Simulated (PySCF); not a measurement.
The third ionisation energy along group 4

All values are computed (PySCF 2.14, energy differences of UHF-based or UKS calculations, no spin-orbit coupling). Values in eV. The last column holds reference values (NIST; (s) semi-empirical, (t) theoretical, else measured). Unmarked ones compare directly (S terms, centres of terms, or small fine structure); those marked * lie between the lowest fine-structure levels and include a spin-orbit shift.

```csv
element,configurations,UHF,LDA,PBE0,r2SCAN,MP2 (valence),SCS-MP2 (valence),reference
"Ti (aug-cc-pVTZ with one added diffuse shell each of s, p, d, f, g type, non-relativistic)",[Ar] 3d2 → [Ar] 3d1,26.768,28.184,27.985,28.069,26.890,26.809,27.492 *
"Zr (aug-cc-pVTZ-PP with one added diffuse shell each of s, p, d, f, g type with ECP28MDF, ECP)",[Kr] 4d2 → [Kr] 4d1,22.402,23.338,23.320,23.282,22.498,22.434,23.170 (s) *
"Hf (aug-cc-pVTZ-PP with one added diffuse shell each of s, p, d, f, g type with ECP60MDF, ECP)",[Xe] 4f14 5d2 → [Xe] 4f14 5d1,21.537,22.580,22.506,22.486,21.629,21.568,22.55 ± 0.04 (t) *
```

"Valence" correlates the outer s and p shells and, in groups 3 to 12 and the f block, the outer d or f shell, open or full, or the next shell where the ion has no valence electron left; the wider scheme adds the next inner shell.
